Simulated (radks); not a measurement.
Results of a calculation; reference values are marked as such.
Neutral vanadium inside a hard spherical wall (all orbitals vanish at R), configuration held at [Ar] 3d3 4s2 and not refilled when levels cross. Level of theory: scalar-relativistic Kohn-Sham, PBE, spin-polarised, spherical densities, finite nucleus; open shells are filled with parallel spins first; Fermi nuclear charge, rms radius 3.6002 fm (a radial shooting solver on a logarithmic mesh with Libxc functionals). Eigenvalues in eV for spin up, with the zero of energy where the potential of the charges vanishes at infinity; a dash marks a level that is unbound or too diffuse for the functional's potential to be trusted. A positive occupied level is held by the wall or, in an anion where self-interaction has pushed it up, behind a barrier. The pressure on the wall is -dE/dV.

R (bohr)  E (hartree)  kinetic (hartree)    e(3s)    e(3p)   e(3d)   e(4s)  e(4p, empty)  e(5s, empty)  pressure (GPa)
free       -949.06916            957.865  -71.154  -44.960  -6.003  -4.976        -1.570             -               0
15         -949.06916            957.865  -71.153  -44.959  -6.003  -4.976        -1.567         0.267        < 0.0001
12         -949.06908            957.866  -71.144  -44.950  -5.994  -4.969        -1.539         0.802         0.00147
10         -949.06842            957.872  -71.093  -44.899  -5.945  -4.929        -1.435         1.788          0.0188
4          -948.57140            959.763  -64.353  -38.276   0.414   4.016        11.032        46.008            88.2
3          -947.21560            964.088  -56.071  -30.192   9.131  22.564        33.298        107.84             702
2.5        -945.00913            971.000  -47.076  -21.110  19.615  48.966        62.687        181.23            2580
1.5        -916.97318           1047.620   24.823   55.204  101.95  296.87        310.71        725.97           84400
